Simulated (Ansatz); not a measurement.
CH₅GaO₂ (SMILES C[O][GaH][OH]), singlet, geometry from GFN2-xTB (such geometries of metal compounds can be far from the true shape), with bond 2-1 at 1.4 times its length; Ansatz (a quantum-chemistry and plane-wave program) with CASSCF(6,6)/STO-3G.

Input for Ansatz:
Ansatz 0.2 input:
```yaml
crystal:
  periodic: [false, false, false]
  atoms:
    - {symbol: Ga, position_ang: [-0.30329070, -0.01715906, 0.55820436]}
    - {symbol: H, position_ang: [-1.95026096, -0.99460340, 1.43602816]}
    - {symbol: O, position_ang: [0.80745804, 1.14515708, 1.19138243]}
    - {symbol: H, position_ang: [0.92445802, 1.58415926, 2.02900840]}
    - {symbol: O, position_ang: [-0.19906220, -0.59786358, -1.06215318]}
    - {symbol: C, position_ang: [0.50599026, -0.52758318, -2.28578691]}
    - {symbol: H, position_ang: [0.89117433, -1.52071984, -2.53152066]}
    - {symbol: H, position_ang: [-0.17961621, -0.20257299, -3.07279670]}
    - {symbol: H, position_ang: [1.34258538, 0.17354925, -2.23336011]}
basis:
  gaussian:
    orbitals: STO-3G
hamiltonian:
  xc: hf
magnetization: {spin_polarized: false}
correlation: {active_space: {window: {electrons: 6, orbitals: 6}}}
```

Output, abridged:

```
Functional definition: HF
466 factors; integrals over basis functions are off by at most 4.7e-5 eV
mean field evaluation 1: about -56836.2372 eV, gradient 2.9e1 eV
mean field evaluation 2: about -56836.3862 eV, gradient 2.9e1 eV
mean field evaluation 4: about -56839.3798 eV, gradient 2.0e0 eV
mean field evaluation 8: about -56839.4055 eV, gradient 4.2e-2 eV
mean field -56839.40303403 eV, -2088.8095343693 hartree, gradient 2.7e-6 eV, S^2 0.000000; 0 other end points of the search recorded, 0 dependent functions left out
reference -56839.40303403 eV, -2088.8095343693 hartree; 29, 29 occupied and 9, 9 virtual orbitals, 466 factors
state -56841.73105087 eV, -2088.8950874105 hartree
2 active orbitals were swapped for others, from the solution at -56841.58415665 eV, -2088.8896891474 hartree to that at -56841.73105087 eV, -2088.8950874105 hartree; typed "places" are swapped only where nearly empty or full, and so, without "given_window_search", are "orbital_numbers", "shells" and a window whose orbitals a file names under [Active]
Total energy: -56841.73105087 eV, -2088.8950874105 hartree
```
